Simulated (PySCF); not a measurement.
System: H6OSi2, singlet: bend at the central O, local threefold symmetry of each SiH3 group. Scanned: Si-O-Si angle. Other coordinates (O-Si length, H-Si-O angle, Si-H length) were minimised at B3LYP/def2-TZVP.

- RHF/def2-TZVP, density fitting (PySCF)
- M06-2X/def2-TZVP, density fitting (PySCF)
- B3LYP/def2-TZVP, density fitting (PySCF)

Energies in kcal/mol, each method relative to its own lowest point.

| a / ° | RHF | M06-2X | B3LYP |
|---|---|---|---|
| 180 | 0.0 | 0.1 | 0.1 |
| 172.50 | 0.0 | 0.1 | 0.1 |
| 165 | 0.0 | 0.1 | 0.0 |
| 157.50 | (withheld) | 0.0 | 0.0 |
| 150 | (withheld) | 0.0 | 0.0 |
| 142.50 | 0.6 | 0.1 | (withheld) |
| 135 | 1.4 | (withheld) | 0.7 |
| 127.50 | 2.8 | 1.0 | 1.6 |
| 120 | (withheld) | 2.4 | 3.2 |
| 112.50 | 8.9 | 4.9 | 5.9 |
| 105 | 15.0 | 9.2 | 10.3 |
| 97.50 | 24.6 | 16.4 | 17.6 |
| 90 | 40.0 | 28.1 | 29.3 |

Problem. What belongs in the gaps?

Solution. 
- 157.50, RHF: 0.1
- 150, RHF: 0.2
- 142.50, B3LYP: 0.2
- 135, M06-2X: 0.4
- 120, RHF: 5.1
